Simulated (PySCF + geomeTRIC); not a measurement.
A geometry relaxed with PySCF + geomeTRIC with B3LYP-D3(BJ)/def2-TZVP, charge 0, multiplicity 1:

```xyz
4

Ga    -0.0035    -0.0029     0.0000
Cl    -1.2745    -1.7088     0.0111
Cl     2.1094    -0.2505     0.0019
Cl    -0.8454     1.9508    -0.0112
```

### Question
Write the SMILES of this molecule.

### Answer
`[Cl][Ga]([Cl])[Cl]`
